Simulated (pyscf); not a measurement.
Structures and frequencies: ωB97X-D3(BJ)/def2-SVP in PySCF. MP2 and CC: frozen core, UHF for open shells. ΔMP2 is the change of the MP2 total energy from the triple- to the quadruple-zeta basis.

**Question.** What is the homolytic dissociation enthalpy (298 K, CCSD(T)/def2-TZVPP + ΔMP2(QZVPP)) of the B–C bond of `[BH2][CH2][F]`, to BH₂• + •H₂C–F?

**Answer.** B–C to BH₂• + •H₂C–F: 101.6 kcal/mol. The radicals are drawn with the spin at the cut bond; how far it spreads was not checked. H₂B–CH₂–F lies 60.4 kcal/mol over its isomer H₃C–BH–F, and others may lie lower still (electronic energy, ωB97M-D3(BJ)). The CCSD(T) − MP2 part came from Ansatz, without density fitting, on the same reference.
